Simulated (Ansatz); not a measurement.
Born–Oppenheimer molecular dynamics of ClFH5NSi (9 atoms, charge 0, multiplicity 1). It starts at the highest image of a converged band, a first-order saddle point between two minima.

The calculation used RKS B3LYP/def2-SVP in Ansatz 0.2.0.

```
ensemble                      : NVE (velocity Verlet)
time step                     : 0.5 fs
steps asked                   : 200
starting velocities drawn for : 300 K
seed                          : 6992
```

First frame:

```xyz
9
Properties=species:S:1:pos:R:3
Si 0.221 -0.244 0.445
F 1.897 0.205 -0.654
H 0.788 -1.620 0.336
H 0.561 0.284 1.782
N -1.375 -0.538 -0.072
H 1.533 1.138 -0.801
Cl 0.075 2.052 -0.369
H -1.656 -1.467 -0.369
H -2.043 0.191 -0.298
```

Task: How far do the bonds stretch over the last three quarters of this one trajectory? (Pairs bonded in most of those frames.)

Result: 
```json
{"bond": "Si1–F2", "mean (Å)": "1.675", "spread (Å)": "0.113", "shortest": "1.52", "longest": "1.93"}
{"bond": "Si1–H3", "mean (Å)": "1.487", "spread (Å)": "0.004", "shortest": "1.48", "longest": "1.50"}
{"bond": "Si1–H4", "mean (Å)": "1.481", "spread (Å)": "0.009", "shortest": "1.47", "longest": "1.50"}
{"bond": "Si1–N5", "mean (Å)": "1.710", "spread (Å)": "0.028", "shortest": "1.67", "longest": "1.75"}
{"bond": "N5–H8", "mean (Å)": "1.018", "spread (Å)": "0.024", "shortest": "0.98", "longest": "1.05"}
{"bond": "N5–H9", "mean (Å)": "1.017", "spread (Å)": "0.015", "shortest": "0.99", "longest": "1.05"}
{"bond": "H6–Cl7", "mean (Å)": "1.305", "spread (Å)": "0.043", "shortest": "1.24", "longest": "1.45"}
```

Mean temperature of the second half: 1385 K. The conserved energy stayed within 0.16 meV per atom of its start (net change 0.11 meV per atom), so the integration is sound. The system heated up, since it started high on the potential surface and ran downhill. A run of 0.1 ps of so small a system gives no equilibrium averages. The orbitals stay closed-shell, which can raise the energy where a bond breaks towards radicals; this wasn't checked here.

The run took 7.1 min on 2 threads of Arm Neoverse V1, with other jobs on the host, peak memory 0.18 GiB.
